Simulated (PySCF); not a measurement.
## ZnO⁺: from constants to spectrum

r²SCANh constants of ZnO⁺, ²Π (doublet), unpaired electrons π ↑ (basis Zn jorge-DZP-DKH, O jorge-DZP-DKH; spin-free X2C with a Gaussian nucleus; PySCF 2.14; masses 63.9291 and 15.9949 u):

* ωe: 659.2 cm⁻¹
* ωexe: 5.57 cm⁻¹
* Be: 0.41618 cm⁻¹
* αe: 0.00378 cm⁻¹
* D (centrifugal): 6.64e-07 cm⁻¹
* De to Zn⁺ + O: 1.73 eV

Question: Give the vibrational terms G(v) and spacings up to v = 3.

Answer: G(v) = ωe(v+½) − ωexe(v+½)².

```
v  G(v) (cm⁻¹)  G(v) − G(v−1)  Bv (cm⁻¹)
0          328                    0.4143
1          976            648     0.4105
2         1613            637     0.4067
3         2239            626     0.4029
```

Question: How well does the Morse estimate ωe²/(4ωexe) reproduce De, and what is D0?

Answer: It gives 2.42 eV, 140 % of the computed De. D0 = De − G(0) = 1.73 − 0.04 = 1.69 eV.

For an ion De counts to the pair picked by the measured ionisation energies or electron affinities, which need not be the lowest pair at this level. The state was picked by a PBE0 search and need not be the measured ground state.
